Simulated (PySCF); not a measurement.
Job file and geometry (Å, from PBE0-D3(BJ)/def2-SVP) of an NMR shielding run on SMILES CCCCS[Si@](C)(Cl)[Si](C)(C)Cl, C7H18Cl2SSi2, GIAO PBE0/pcSseg-1 NMR shielding, non-relativistic, gas phase (PySCF); density fitting, a coarse starting grid and PySCF grid level 2 are the driver's defaults:

```
$ OMP_NUM_THREADS=2 python probes_run.py task.json out

{"job": {"kind": "nmr", "xc": "PBE0", "basis": "pcSseg-1"}, "charge": 0, "multiplicity": 1}
C      4.027922     1.296330    -0.003070
C      3.848478    -0.014418     0.749886
C      2.423312    -0.562541     0.725256
C      1.419618     0.335832     1.425038
S     -0.288693    -0.322239     1.482179
Si    -0.862715    -0.380114    -0.586399
C     -0.378431    -1.919895    -1.526548
Cl     0.042065     1.249440    -1.551766
Si    -3.164350     0.027381    -0.576571
C     -4.074605    -1.034216     0.665800
C     -3.472540     1.851051    -0.321101
Cl    -3.815350    -0.513193    -2.497249
H      5.086610     1.596248    -0.035775
H      3.471360     2.123302     0.464361
H      3.670070     1.210393    -1.041670
H      4.515519    -0.777294     0.314550
H      4.176922     0.106574     1.797586
H      2.113953    -0.695969    -0.325618
H      2.393542    -1.561131     1.190628
H      1.688903     0.476813     2.483804
H      1.369899     1.329644     0.957956
H      0.710878    -2.008434    -1.647365
H     -0.850095    -1.892716    -2.521142
H     -0.745680    -2.807532    -0.988183
H     -5.153562    -0.813906     0.643831
H     -3.936709    -2.104507     0.452487
H     -3.696426    -0.829377     1.680296
H     -4.546427     2.087288    -0.375930
H     -3.093584     2.146252     0.670594
H     -2.938012     2.439513    -1.081017
```

Question: What does the program print?

Answer: 
```
coarse grid: 26888 points
cycle   1  E = -2174.0274225545  dE =  7.811e-01  |g| = 6.467e-01  |ddm| = 4.863e+00
cycle   2  E = -2174.0023288123  dE =  2.509e-02  |g| = 7.286e-01  |ddm| = 1.340e+00
cycle   3  E = -2174.1378515889  dE = -1.355e-01  |g| = 6.748e-02  |ddm| = 7.787e-01
cycle   4  E = -2174.1389293432  dE = -1.078e-03  |g| = 3.310e-02  |ddm| = 1.474e-01
cycle   5  E = -2174.1392247574  dE = -2.954e-04  |g| = 8.329e-03  |ddm| = 5.097e-02
cycle   6  E = -2174.1392420743  dE = -1.732e-05  |g| = 2.105e-03  |ddm| = 1.089e-02
cycle   7  E = -2174.1392429846  dE = -9.102e-07  |g| = 4.913e-04  |ddm| = 2.532e-03
final grid: 234248 points
cycle   8  E = -2174.2112754874  dE = -7.735e-05  |g| = 1.226e-02  |ddm| = 4.661e-02
cycle   9  E = -2174.2112557561  dE =  1.973e-05  |g| = 1.482e-02  |ddm| = 2.421e-02
cycle  10  E = -2174.2113116648  dE = -5.591e-05  |g| = 1.223e-03  |ddm| = 1.464e-02
cycle  11  E = -2174.2113119893  dE = -3.245e-07  |g| = 3.954e-04  |ddm| = 2.155e-03
cycle  12  E = -2174.2113120286  dE = -3.933e-08  |g| = 8.903e-05  |ddm| = 5.069e-04
cycle  13  E = -2174.2113120304  dE = -1.813e-09  |g| = 2.696e-05  |ddm| = 1.250e-04
cycle  14  E = -2174.2113120306  dE = -1.710e-10  |g| = 6.317e-06  |ddm| = 4.129e-05
converged SCF energy = -2174.2113120306

GIAO shielding tensors (ppm)
atom      isotropic    diamagn.    paramagn.     s11        s22        s33       span
  0 C      170.472     246.858     -76.385    156.230    171.610    183.577     27.347
  1 C      159.156     245.236     -86.080    151.423    155.034    171.013     19.591
  2 C      146.241     251.953    -105.712    129.890    138.967    169.867     39.977
  3 C      152.674     255.459    -102.785    127.897    156.283    173.842     45.946
  4 S      610.985    1063.552    -452.567    542.493    549.248    741.216    198.723
  5 Si     312.907     882.702    -569.795    270.010    309.693    359.019     89.009
  6 C      174.917     258.300     -83.383    161.310    176.911    186.531     25.221
  7 Cl     954.685    1153.851    -199.166    860.765    974.535   1028.754    167.989
  8 Si     324.233     880.581    -556.348    277.744    338.322    356.633     78.889
  9 C      182.605     255.626     -73.021    172.966    184.727    190.123     17.157
 10 C      183.105     256.079     -72.975    175.094    184.121    190.099     15.005
 11 Cl     955.589    1148.978    -193.389    905.372    962.193    999.201     93.830
 12 H       30.194      25.121       5.073     25.179     27.128     38.275     13.096
 13 H       30.172      30.434      -0.262     25.646     30.614     34.254      8.608
 14 H       30.458      30.567      -0.108     25.632     30.561     35.181      9.549
 15 H       29.764      28.058       1.706     24.237     28.185     36.870     12.633
 16 H       30.112      28.647       1.464     25.188     28.783     36.365     11.177
 17 H       29.969      35.781      -5.812     24.450     30.373     35.084     10.635
 18 H       29.690      33.565      -3.876     24.497     30.725     33.846      9.349
 19 H       29.229      34.295      -5.065     22.208     28.964     36.516     14.308
 20 H       28.297      36.308      -8.011     23.113     28.883     32.896      9.783
 21 H       30.356      33.371      -3.015     25.200     29.942     35.928     10.728
 22 H       30.105      31.335      -1.230     25.003     29.185     36.128     11.124
 23 H       30.970      32.459      -1.489     27.370     28.081     37.459     10.089
 24 H       30.634      25.728       4.907     26.047     27.807     38.049     12.001
 25 H       30.890      30.970      -0.080     26.819     28.951     36.900     10.081
 26 H       31.000      32.816      -1.816     25.677     30.191     37.132     11.455
 27 H       30.738      26.316       4.422     26.114     27.762     38.337     12.223
 28 H       30.920      33.251      -2.331     26.111     29.642     37.006     10.895
 29 H       30.359      32.255      -1.896     25.396     30.065     35.617     10.221
```

Question: Turn these shieldings into chemical shifts. Shifts are taken against calculated references (same method and geometry level): TMS for ¹³C (σ = 184.41 ppm) and ²⁹Si (σ = 351.99 ppm) and ¹H (σ = 31.27 ppm); CS2 for ³³S (σ = 495.66 ppm); ³⁵Cl (σ = 943.27 ppm) against HCl.

Answer: Averaging equivalent atoms: C 2: 38.2; C 3: 31.7; C 1: 25.3; C 0: 13.9; C 6: 9.5; C 9: 1.8; C 10: 1.3; S 4: -115; Si 5: 39.1; Si 8: 27.8; Cl 7: -11; Cl 11: -12; H 20: 2.97; H 19: 2.04; H 18: 1.58; H 15: 1.50; H 17: 1.30; H 16: 1.16; H 12/13/14: 0.99; H 21/22/23: 0.79; H 27/28/29: 0.59; H 24/25/26: 0.43 ppm. 

Size and cost of the density-fitted run: 329 basis functions; peak memory 2.6 GiB.
